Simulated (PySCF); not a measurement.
3-fluorothiophene (C4H3FS), SMILES Fc1ccsc1. Geometry: B3LYP-D3(BJ)/def2-SVP.

All values below come from B3LYP-D3(BJ)/def2-SVP run with PySCF.

Harmonic wavenumbers (cm⁻¹): 278, 402, 467, 550, 626, 666, 669, 784, 836, 869, 890, 976, 1071, 1170, 1249, 1450, 1475, 1619, 3227, 3256, 3268. Rotational constants (GHz): 7.157, 2.458, 1.830; symmetry number 1.

Work out the zero-point energy and the ideal-gas rigid-rotor harmonic-oscillator thermochemistry at 298.15 K and 1 atm.

ZPE = ½ Σ hcν = ½ × 25796 cm⁻¹ = 154.29 kJ/mol. H − E(el) = 169.41 kJ/mol. Entropy in J/(mol K): translation 166.44, rotation 111.73, vibration 24.63, total 302.81. G − E(el) = 79.12 kJ/mol. Cp = 83.75 J/(mol K).
